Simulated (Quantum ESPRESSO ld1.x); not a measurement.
Species: the tantalum ion Ta14+. Configuration: [Xe] 4f3 6s2 (not the ground configuration).

Method: Dirac Kohn-Sham, PW91, spin-unpolarised, spherical densities, point nucleus; open shells are shared between the two j in proportion to 2j + 1; computed with ld1.x of Quantum ESPRESSO 7.5.

Energy parts (hartree):
part                     energy
total                 -15534.75
kinetic                17466.43
electron-nucleus      -37871.26
Hartree                 5170.34
exchange-correlation    -300.27

Orbitals (lengths in bohr, moments of r in powers of bohr):
\begin{tabular}{lrrrr}
orbital & occ. & eigenvalue (hartree) & <r> & small-component weight \\ \hline
1s1/2 & 2 & -2488.08 & 0.01866 & 7.56e-02 \\
2s1/2 & 2 & -440.509 & 0.07837 & 1.71e-02 \\
2p1/2 & 2 & -421.556 & 0.06491 & 1.71e-02 \\
2p3/2 & 4 & -374.930 & 0.07276 & 1.55e-02 \\
3s1/2 & 2 & -113.787 & 0.2042 & 5.61e-03 \\
3p1/2 & 2 & -105.403 & 0.1942 & 5.55e-03 \\
3p3/2 & 4 & -95.3522 & 0.2086 & 5.09e-03 \\
3d3/2 & 4 & -81.2172 & 0.1829 & 4.96e-03 \\
3d5/2 & 6 & -79.0366 & 0.1874 & 4.84e-03 \\
4s1/2 & 2 & -35.0344 & 0.4438 & 1.99e-03 \\
4p1/2 & 2 & -31.5391 & 0.4461 & 1.92e-03 \\
4p3/2 & 4 & -28.9666 & 0.4738 & 1.76e-03 \\
4d3/2 & 4 & -23.2066 & 0.4777 & 1.60e-03 \\
4d5/2 & 6 & -22.6998 & 0.4862 & 1.56e-03 \\
4f5/2 & 1.28571 & -15.5277 & 0.4828 & 1.29e-03 \\
4f7/2 & 1.71429 & -15.4115 & 0.4866 & 1.28e-03 \\
5s1/2 & 2 & -13.7158 & 0.8900 & 7.02e-04 \\
5p1/2 & 2 & -12.3596 & 0.9240 & 6.54e-04 \\
5p3/2 & 4 & -11.6612 & 0.9716 & 6.08e-04 \\
5d3/2 & 0 & -9.50506 & 1.052 & 5.20e-04 \\
5d5/2 & 0 & -9.37627 & 1.066 & 5.10e-04 \\
6s1/2 & 2 & -7.10040 & 1.583 & 3.09e-04 \\
6p1/2 & 0 & -6.52219 & 1.658 & 2.89e-04 \\
6p3/2 & 0 & -6.26229 & 1.724 & 2.74e-04 \\
\end{tabular}

The highest occupied level is 6s1/2 at -193.21 eV. The configuration is held as typed, so some empty levels lie below it. Summed over all electrons, <r^2> = 19.70 bohr^2, which gives a Langevin (diamagnetic) susceptibility term of -15.6 x 10^-6 cm^3/mol.
